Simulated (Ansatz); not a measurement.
`[CH3][Ta]([NH2])([F])=[S]`, relaxed with RKS PBE-D4/def2-SVP in Ansatz 0.2.0 from a rough embedded geometry. The force threshold is 0.03 eV/Å; the program also tests the step.

The species carries charge 0 and has multiplicity 1. Ta takes the def2 core potential.

Start:

```xyz
10

C    -0.762    1.225    0.740
Ta   -0.301   -0.461   -0.692
N     1.501   -1.449    0.001
F    -1.886   -1.898   -0.700
S    -0.002    0.266   -2.669
H     0.123    1.507    1.284
H    -1.602    0.961    1.359
H    -1.052    2.114    0.073
H     2.374   -0.973   -0.437
H     1.608   -1.293    1.041
```

| step | energy (eV) | largest force (eV/Å) | largest move (Å) |
| --- | --- | --- | --- |
| 1 | -17698.9549 | 4.008 | 0.000 |
| 2 | -17700.0967 | 2.393 | 0.193 |
| 3 | -17700.3133 | 1.616 | 0.195 |
| 4 | -17700.4285 | 0.536 | 0.200 |
| 5 | -17700.4692 | 0.137 | 0.200 |
| 6 | -17700.4753 | 0.150 | 0.048 |
| 7 | -17700.4866 | 0.138 | 0.136 |
| 8 (rejected) | -17700.4714 | 0.621 | 0.139 |
| 9 | -17700.4913 | 0.062 | 0.070 |
| 10 | -17700.4913 | 0.114 | 0.056 |
| 11 | -17700.4930 | 0.026 | 0.035 |

End:

```xyz
10

C    -0.765    1.211    0.607
Ta   -0.258   -0.457   -0.653
N     1.396   -1.197    0.119
F    -1.776   -1.600   -0.674
S     0.273    0.449   -2.566
H     0.045    1.968    0.666
H    -0.992    0.854    1.638
H    -1.672    1.712    0.199
H     2.341   -1.119   -0.272
H     1.408   -1.821    0.936
```

It took 21 s on 4 threads of an Arm Neoverse V1 on a shared host, with 0.19 GiB of host memory at the peak.
